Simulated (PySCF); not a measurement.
C2H7NO, SMILES `CNCO` (C–N–C–O torsion 57°, N–C–O–H torsion 71°) (charge 0, multiplicity 1)

Method: PBE0-D3(BJ)/def2-TZVP (PySCF).

| Item | Value |
|---|---|
| HOMO | -6.74 eV |
| dipole moment | 1.76 D |
| HOMO–LUMO gap | 7.59 eV |
| LUMO | 0.85 eV |
| total energy | -210.2329 Ha |
| cost | about 40 core-seconds (a rough figure) |

```xyz
11

C      1.3688     0.1455     0.0942
N      0.2400    -0.3646    -0.6565
C     -0.9673    -0.5073     0.0859
O     -1.4632     0.6648     0.7199
H      1.2053     1.1390     0.5305
H      1.5917    -0.5437     0.9134
H      2.2477     0.1854    -0.5517
H      0.0929     0.1614    -1.5077
H     -0.7905    -1.2067     0.9066
H     -1.7286    -0.9331    -0.5776
H     -1.7968     1.2593     0.0430
```
